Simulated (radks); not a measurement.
Results of a calculation; reference values are marked as such.
Species: S+. Configuration: [Ne] 3s2 3p3. Level of theory: scalar-relativistic Kohn-Sham, r2SCAN, spin-polarised, spherical densities, finite nucleus; open shells are filled with parallel spins first; meta-GGA in the generalised Kohn-Sham scheme; Fermi nuclear charge, rms radius 3.2611 fm (a radial shooting solver on a logarithmic mesh with Libxc functionals).

Unscreened Slater integrals over Kohn-Sham orbitals (eV). They are taken over the spin-up orbitals.

integral,value
"F0(3p,3p)",13.183
"F2(3p,3p)",6.7061
"F0(3p,3s)",13.996
"G1(3p,3s)",9.3095
"F0(3p,2p)",17.907
"F2(3p,2p)",2.9096
"G0(3p,2p)",1.1570
"G2(3p,2p)",1.1427
"F0(3p,2s)",17.724
"G1(3p,2s)",0.88893
"F0(3s,3s)",14.983
"F0(3s,2p)",19.874
"G1(3s,2p)",1.4075
"F0(3s,2s)",19.718
"G0(3s,2s)",1.1290
"F0(2p,2p)",56.586
"F2(2p,2p)",26.196
"F0(2p,2s)",53.659
"G1(2p,2s)",31.819
"F0(2s,2s)",51.735

Derived for the open shells (J is the average intra-shell exchange parameter used in DFT+U). 3p: J = F2/5 = 1.341 eV.
